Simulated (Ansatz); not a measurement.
The same ligand exchange along the group B, Al, Ga, In.

Isolated molecules relaxed with PBE0-D4/def2-TZVP in Ansatz; ΔE leaves out vibrations. CCSD(T)/CBS is the MP2 limit (def2-TZVPP, def2-QZVPP) plus CCSD(T) − MP2 in def2-TZVPP, frozen cores. This one scheme is used for every species. Functionals use def2-TZVPP. def2 core potentials past Kr. For Ga, In outer-core shells are correlated without core-valence functions, which leaves a few kJ/mol of doubt a bond. Scalar relativity is left out up to krypton.

```csv
reaction,HF/CBS(def2) (kJ/mol),CCSD/CBS(def2) (kJ/mol),B2PLYP (kJ/mol),CCSD(T)/CBS(def2) (kJ/mol)
`[SiH3]B(Cl)Cl` + NH₃ → `N[SiH3]` + `ClBCl`,-81,-60,-64,-57
`[SiH3][Al]([Cl])[Cl]` + NH₃ → `N[SiH3]` + `[Cl][AlH][Cl]`,-51,-32,-34,-29
`[SiH3][Ga]([Cl])[Cl]` + NH₃ → `N[SiH3]` + `[Cl][GaH][Cl]`,-34,-13,-15,-10
`[SiH3][In]([Cl])[Cl]` + NH₃ → `N[SiH3]` + `[Cl][InH][Cl]`,-18,3,2,5
```

Largest T1 diagnostic: 0.013, for `[SiH3]B(Cl)Cl`.
